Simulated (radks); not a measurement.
Values are calculated unless marked as measured or tabulated.
Question: The table gives one normalised radial function P(r) = r R(r) (large component) of Ru13+ in [Ar] 3d10 4s2 4p1 (r in bohr). Level of theory: Dirac Kohn-Sham, PBEsol, spin-unpolarised, spherical densities, finite nucleus; open shells are shared between the two j in proportion to 2j + 1; Fermi nuclear charge, rms radius 4.4809 fm (a radial shooting solver on a logarithmic mesh with Libxc functionals).

r	P
0.002422	0.0115
0.003104	0.0167
0.003977	0.0244
0.005138	0.0364
0.006584	0.0539
0.008437	0.0799
0.01081	0.1181
0.01397	0.1754
0.0179	0.2536
0.02293	0.3595
0.02963	0.4998
0.03796	0.6598
0.04865	0.8232
0.06234	0.9479
0.08053	0.9654
0.1032	0.7925
0.1322	0.3742
0.1695	-0.2696
0.2189	-1.0193
0.2805	-1.5771
0.3595	-1.7430
0.4606	-1.4738
0.595	-0.9346
0.7625	-0.4419
0.9771	-0.1453
1.262	-0.0285
1.617	-0.0033
2.073	-0.0002
2.656	0.0000

Which n and l does it have? It may be an empty orbital.

Answer: n = 3, l = 1: the number of nodes gives n - l - 1 = 1, the rise at small r points to l (for j = l - 1/2 the large component starts outside the nucleus as r^gamma with gamma = sqrt(l^2 - (Z/c)^2) = 0.95 and the r^(l+1) term takes over further out; the orbital of l - 1 with the same j starts with the same power, but with a larger coefficient, and does not steepen), and the extent must fit the shell. The curve is that of 3p1/2; the two j differ most near the nucleus, where j = l - 1/2 has the larger amplitude, and in heavy atoms j = l - 1/2 is also the more compact. 3p1/2: eigenvalue -737.11 eV, 1 radial node at r = 0.154 bohr, <r> = 0.392 bohr, 90 % of the charge inside 0.591 bohr.
